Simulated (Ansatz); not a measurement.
# Energy profile

The step: C₂H₈Si (C[SiH2]C) + H₂ → CH₆Si ([CH3][SiH3]) + CH₄; bonds formed: Si1–H7, C2–H6; bonds broken: Si1–C2, H6–H7 (atoms numbered as in the saddle structure below).

```
atom    x (Å)    y (Å)    z (Å)
 Si1  -0.5483   0.2806   0.3204
  C2   0.6341  -1.5381   0.5562
  H3  -1.6002  -0.7056  -0.1612
  H4  -1.1274   0.7617   1.6019
  C5  -0.3812   1.3973  -1.1687
  H6   0.9442  -0.2352   0.7775
  H7   0.9652   0.8961   0.8811
  H8  -0.0659  -2.0608   1.2069
  H9   0.5472  -1.8895  -0.4718
 H10   1.6567  -1.7298   0.9086
 H11   0.3531   0.9708  -1.8590
 H12  -0.0411   2.3969  -0.8946
 H13  -1.3366   1.4558  -1.6973
```

Electronic energies by CCSD(T) at an estimated basis limit (MP2 extrapolated from triple and quadruple zeta, plus CCSD(T) − MP2 in triple zeta), on PBE0-D4/def2-TZVP structures; C2H10Si, singlet; no counterpoise correction. Program: Ansatz 0.2.0. Basis: def2-TZVPP and def2-QZVPP. Cores are frozen in the correlated methods. Extrapolation: Hartree–Fock as exp(−7.88 √X), correlation as X^−2.97.

Question: Give the profile in kJ/mol, counted from the separated reactants. (Judge from chemistry; the value comes from the calculation.)

Answer: Computed:
```json
{"point": "separated: C2H8Si (linked as [CH3][SiH2][CH3]; Si1, C2, H3, H4, C5, H8, H9, H10, H11, H12, H13; singlet) + H2 (H6, H7; singlet)", "kJ/mol": "0.0"}
{"point": "start structure", "kJ/mol": "-2.4"}
{"point": "saddle", "kJ/mol": "302.3"}
{"point": "end structure", "kJ/mol": "-30.1"}
{"point": "separated: CH6Si (linked as [CH3][SiH3]; Si1, H3, H4, C5, H7, H11, H12, H13; singlet) + CH4 (C2, H6, H8, H9, H10; singlet)", "kJ/mol": "-25.8"}
```

T1 diagnostic: at most 0.011.

For scale, one of the runs: CCSD(T)/def2-TZVPP, 244 basis functions, launched by `ansatz run in.yaml --threads 4 --pin off --events-out ev --progress --plain --max-ram 9574MiB`. Time: 61 s of wall clock on 4 CPU threads of an Arm Neoverse V2; the host was shared. Peak host memory: 4.7 GiB.
